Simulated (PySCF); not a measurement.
CH3S, SMILES [CH2]S, multiplicity 2. Atoms are numbered in the order given.

```xyz
5

C     -0.0223    -1.1271     0.0000
S      0.0890     0.5765     0.0000
H      0.9066    -1.6763     0.0000
H     -0.9718    -1.6374     0.0000
H     -1.2244     0.8516     0.0000
```
Charge 0, spin multiplicity 2.

Coordinates come from a PBE0-D3(BJ)/def2-TZVP optimisation. The isomer is the one that the SMILES or the coordinates give; other isomers of the formula were not compared.

All values below come from PySCF with TDA-M06-2X/def2-TZVPD.

Vertical excitations. The molecule is in vacuum.

```json
[
 {"state": "root 1", "energy (eV)": "3.38", "λ (nm)": "367", "f": "0.000", "main pairs": "α HOMO→LUMO 68 %, α HOMO→LUMO+1 15 %"},
 {"state": "root 2", "energy (eV)": "4.28", "λ (nm)": "290", "f": "0.006", "main pairs": "α HOMO→LUMO+1 63 %, α HOMO→LUMO 18 %"},
 {"state": "root 3", "energy (eV)": "4.88", "λ (nm)": "254", "f": "0.000", "main pairs": "α HOMO→LUMO+2 74 %, α HOMO→LUMO+4 12 %"},
 {"state": "root 4", "energy (eV)": "4.99", "λ (nm)": "248", "f": "0.102", "main pairs": "α HOMO→LUMO+3 16 %, β HOMO→LUMO 77 %"},
 {"state": "root 5", "energy (eV)": "5.16", "λ (nm)": "240", "f": "0.003", "main pairs": "α HOMO→LUMO+4 61 %, α HOMO→LUMO+2 19 %, α HOMO→LUMO 10 %"},
 {"state": "root 6", "energy (eV)": "5.42", "λ (nm)": "229", "f": "0.000", "main pairs": "α HOMO→LUMO+3 82 %, β HOMO→LUMO 15 %"},
 {"state": "root 7", "energy (eV)": "6.01", "λ (nm)": "206", "f": "0.006", "main pairs": "α HOMO→LUMO+7 48 %, α HOMO→LUMO+1 14 %, β HOMO−1→LUMO 22 %"},
 {"state": "root 8", "energy (eV)": "6.17", "λ (nm)": "201", "f": "0.000", "main pairs": "α HOMO→LUMO+5 37 %, α HOMO→LUMO+4 6 %, β HOMO−1→LUMO 43 %"},
 {"state": "root 9", "energy (eV)": "6.33", "λ (nm)": "196", "f": "0.008", "main pairs": "α HOMO→LUMO+7 31 %, α HOMO→LUMO+5 31 %, β HOMO−1→LUMO 29 %"},
 {"state": "root 10", "energy (eV)": "6.37", "λ (nm)": "195", "f": "0.008", "main pairs": "β HOMO→LUMO+1 62 %, β HOMO→LUMO+5 22 %"}
]
```
Unrestricted roots are not spin-pure.
